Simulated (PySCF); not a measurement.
Exercise with solution: entropy of an ideal gas

CI₂, SMILES I[C]I (connectivity only; charge and spin as stated), neutral, multiplicity 1.

Geometry: PBE-D3(BJ)/def2-TZVP. The def2 effective core potentials stand for the cores of I; spin–orbit coupling is left out.

PBE-D3(BJ)/def2-TZVP in PySCF gives the harmonic wavenumbers 127, 494, 570 cm⁻¹ and the rotational temperatures 1.5153, 0.0311, 0.0305 K. The molar mass is 265.82 g/mol, the symmetry number 2, the spin multiplicity 1.

Task: Work out the entropy at 298.15 K and 1 atm in the rigid-rotor, harmonic-oscillator model.

Result: 
Translation (Sackur–Tetrode at 1 atm): S = R[1.5 ln M + 2.5 ln T − 1.16487] = 178.4 J/(mol K).
Rotation: q = (√π/σ) T^1.5/√(θA θB θC) = 120000, S = R[ln q + 3/2] = 109.7 J/(mol K).
Vibration: with u = 1.4388 ν/T, each mode gives R[u/(e^u − 1) − ln(1 − e^−u)]:
```tsv
ν (cm⁻¹)	modes	u	S (J/(mol K))
127	1	0.61	12.51
494	1	2.38	2.82
570	1	2.75	2.11
```
These are all the modes. Sum 17.4 J/(mol K).
Spin: R ln 1 = 0.0 J/(mol K).
Total 305.5 J/(mol K); the program's own thermochemistry gives 305.6. Translation makes up 58 % and vibration 6 %. Anharmonicity, hindered rotation and orbital degeneracy are left out.
